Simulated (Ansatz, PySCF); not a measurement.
Two conformers of C2H6OSi (SMILES C=C[SiH2]O), B3LYP-D3(BJ)/def2-TZVP minima.
Conformer 1 (charge 0, multiplicity 1):
```
atom    x (Å)    y (Å)    z (Å)
----  -------  -------  -------
C      1.6348   0.0646   0.6128
C      0.7413   0.3075  -0.3459
Si    -0.9371  -0.4921  -0.3817
O     -2.1633   0.6190  -0.3331
H      1.4213  -0.6184   1.4291
H      2.6164   0.5273   0.6271
H      1.0160   1.0022  -1.1373
H     -1.1604  -1.2254  -1.6449
H     -0.9950  -1.4238   0.7737
H     -2.1739   1.2392   0.4002
```
Conformer 2 (charge 0, multiplicity 1, Z-matrix in Å and degrees):
```
C
C 1 1.3319
H 2 1.0851 1 122.42
H 2 1.0852 3 115.90 1 179.94
H 1 1.0877 2 118.27 3 0.30
Si 1 1.8523 5 119.03 2 179.03
O 6 1.6554 1 107.86 5 58.55
H 7 0.9599 6 118.26 1 -161.18
H 6 1.4846 7 111.82 8 79.77
H 6 1.4867 9 108.44 7 120.43
```

No zero-point or thermal terms.

Rows in STO-3G carry no dispersion term and start afresh at each structure.

Run with Ansatz (an electronic-structure program) with Gaussian orbitals; PySCF for STO-3G rows, the dispersion terms. 

Problem. What electronic energy of conformer 2 less that of conformer 1 does HF/STO-3G give?

Solution. 5 kJ/mol
